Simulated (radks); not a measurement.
Species: Ag II. Configuration: [Kr] 4d10. Method: scalar-relativistic Kohn-Sham, LB94 model potential, spin-unpolarised, spherical densities, finite nucleus; Fermi nuclear charge, rms radius 4.5454 fm; computed with a radial shooting solver on a logarithmic mesh with Libxc functionals.

Radial electron density D(r) = 4 pi r^2 rho(r):

| r (bohr) | D(r) (e/bohr) |
|---|---|
| 0.003437 | 10.08 |
| 0.004621 | 15.73 |
| 0.006163 | 23.37 |
| 0.008286 | 33.41 |
| 0.01105 | 44.34 |
| 0.01486 | 54.45 |
| 0.01982 | 59.93 |
| 0.02664 | 58.85 |
| 0.03554 | 53.69 |
| 0.04778 | 52.51 |
| 0.06423 | 62.23 |
| 0.08567 | 74.64 |
| 0.1152 | 72.39 |
| 0.1536 | 56.50 |
| 0.2065 | 52.09 |
| 0.2755 | 60.66 |
| 0.3704 | 50.47 |
| 0.494 | 25.61 |
| 0.6642 | 16.78 |
| 0.8858 | 18.71 |
| 1.191 | 14.04 |
| 1.588 | 6.806 |
| 2.136 | 2.334 |
| 2.871 | 0.5634 |
| 3.83 | 0.08319 |
| 5.149 | 0.005144 |
| 6.867 | 0.0001148 |

D(r) has 4 maxima, at r = 0.0218, 0.0966, 0.289, 0.872 bohr, and minima at 0.0431, 0.189, 0.648 bohr, inside which lie 2.01, 11.24, 29.11 electrons.
